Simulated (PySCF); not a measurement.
SMILES [I][Ge]([F])([I])[F] (F₂GeI₂), singlet, CAM-B3LYP/def2-SVP optimised geometry.

```
5

F     -0.87    -1.91    -1.49
Ge    -0.45    -1.17     0.00
F      1.27    -1.17     0.00
I     -1.25    -2.59     1.86
I     -1.27     1.17     0.00
```

Density from PySCF with CAM-B3LYP/def2-TZVP, def2 effective core potentials past Kr at that geometry. The core electrons that the potentials of I replace are not part of the density.

Minimum of the electron density along straight lines between bonded atoms, close to the bond critical point (lines longer than 1.1 times the sum of covalent radii, or with two minima, are not listed):

```csv
bond,length / Å,ρ at the minimum / e bohr⁻³,∇²ρ there / e bohr⁻⁵,position (fraction from the first atom)
F1–Ge2,1.717,0.150,0.86,0.52
Ge2–F3,1.717,0.150,0.87,0.48
Ge2–I4,2.474,0.090,-0.05,0.44
Ge2–I5,2.474,0.090,-0.05,0.44
```
